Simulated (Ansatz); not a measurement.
Ansatz results at the PBE0-D4/def2-TZVP geometry: size of the dipole moment (PBE/def2-TZVPP) 0.38 D; size of the dipole moment (ωB97M-V/def2-TZVPP) 0.45 D; ideal-gas entropy at 298 K and 1 bar (rigid rotor, harmonic PBE0-D4/def2-TZVP) 298 J/(mol·K).

Task: Which molecule gave them?
A. `N[SiH2]`•
B. `[Br][SnH2]`•
C. `[F][GeH2]`•
D. `F[C](Cl)Cl`•

Result: D. The others give `[Br][SnH2]`•: 2.03, 2.39, 298; `N[SiH2]`•: 1.68, 1.59, 264; `[F][GeH2]`•: 1.83, 2.05, 263.
